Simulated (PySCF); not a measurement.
# How methods differ on the ionisation energy of Lu⁺

Lu⁺ [Xe] 4f14 6s2 (1S) → Lu²⁺ [Xe] 4f14 6s1 (2S), as a difference of total energies. All numbers are calculated (PySCF 2.14, scalar relativity by spin-free X2C-1e, in x2c-TZVPPall (11s7p7d2f2g, 99 functions)). Correlated levels: valence: [Kr] 4d10 frozen; valence and next inner shell: [Ar] 3d10 frozen. The calculations carry no spin-orbit coupling.

```csv
method,ionisation energy (eV),difference from reference (eV)
UHF,12.625,-1.505
LDA,14.374,+0.244
PBE,14.093,-0.037
PBE0,13.891,-0.239
r2SCAN,13.734,-0.396
B3LYP,14.163,+0.033
BLYP,14.163,+0.033
r2SCANh,13.713,-0.417
MP2 (valence),13.935,-0.195
SCS-MP2 (valence),13.896,-0.234
MP2 (valence and next inner shell),13.971,-0.159
SCS-MP2 (valence and next inner shell),13.926,-0.204
```

Reference: 14.13 ± 0.05 eV (semi-empirical (NIST evaluation); NIST Atomic Spectra Database, ionization energies).

Errors of the correlated levels include the incompleteness of this basis and the frozen core.

MP2 underrates the near-degeneracy of ns² with np² in the lower species.
